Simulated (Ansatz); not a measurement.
Reaction (redistribution): `C[Si@@H](O)O[Si@H](O)Cl` + `[OH][GeH2][GeH3]` → `C[SiH](O)[GeH2][OH]` + `O[SiH](Cl)[O][GeH3]`

Calculated with Ansatz (gas phase, PBE0-D4/def2-TZVP geometries, no zero-point term in ΔE). CCSD(T)/CBS is the MP2 limit (def2-TZVPP, def2-QZVPP) plus CCSD(T) − MP2 in def2-TZVPP, frozen cores. Functionals use def2-TZVPP. For Ge outer-core shells are correlated without core-valence functions, which leaves a few kJ/mol of doubt a bond. Scalar relativity is left out up to krypton. Each species was taken in one conformer, which may not be the lowest.

`C[Si@@H](O)O[Si@H](O)Cl`:

```xyz
14

C     1.594    1.568   -0.339
Si    0.961   -0.164   -0.366
O     0.903   -0.706    1.195
O    -0.570   -0.183   -0.977
Si   -1.980   -0.630   -0.307
O    -2.224    0.063    1.143
Cl   -1.934   -2.682   -0.095
H     1.565    2.003   -1.341
H     0.980    2.187    0.319
H     2.624    1.600    0.022
H     1.786   -1.081   -1.189
H     0.917   -1.657    1.324
H    -3.102   -0.268   -1.179
H    -1.520   -0.049    1.789
```

`[OH][GeH2][GeH3]`:

```xyz
9

O     0.313   -1.639    1.365
Ge   -0.514   -0.924   -0.052
Ge    0.163    1.392   -0.335
H     1.263   -1.700    1.242
H    -0.179   -1.756   -1.310
H    -2.005   -1.064    0.289
H    -0.481    1.991   -1.596
H     1.693    1.469   -0.487
H    -0.252    2.230    0.884
```

`C[SiH](O)[GeH2][OH]`:

Cartesian coordinates in Å:
```
C -0.006 -1.745 -0.608
Si 0.512 0.047 -0.650
O 0.210 0.773 -2.106
Ge -0.696 1.309 0.979
O -0.347 0.590 2.591
H 0.583 -2.349 -1.303
H 0.142 -2.147 0.398
H -1.062 -1.854 -0.865
H 1.971 0.119 -0.325
H 0.696 0.467 -2.873
H -2.224 1.176 0.856
H -0.315 2.807 1.010
H 0.537 0.805 2.896
```

`O[SiH](Cl)[O][GeH3]`:

Cartesian coordinates in Å:
```
O 1.437 -0.034 1.313
Si 0.913 -0.970 0.081
Cl -0.271 -2.458 0.880
O 0.087 -0.057 -0.949
Ge -1.198 1.170 -0.741
H 1.580 -0.448 2.165
H 2.012 -1.632 -0.641
H -2.109 1.006 -1.961
H -0.512 2.540 -0.719
H -1.940 0.882 0.572
```

```tsv
level	ΔE (kJ/mol)
PBE0-D4	122.2
HF/def2-TZVPP	119.4
```

(1) What does CCSD(T)/CBS give? (Best estimate.)

Largest T1 diagnostic among the species: 0.012.

Answers

(1) The calculation gave: +123.9 kJ/mol. The listed levels differ from it by -1.7, -4.5 kJ/mol.

The D4 term adds +3.1 kJ/mol with B3LYP and +1.8 kJ/mol with PBE0; it sums over pairs of atoms, weighted by their polarisabilities, and B3LYP, whose exchange is more repulsive, gets the larger term. From PBE to PBE0 (25 % exact exchange), in def2-TZVPP and without D4, ΔE moves by +4.2 kJ/mol.

B3LYP here is the variant with VWN-RPA as its local correlation; programs differ in this.
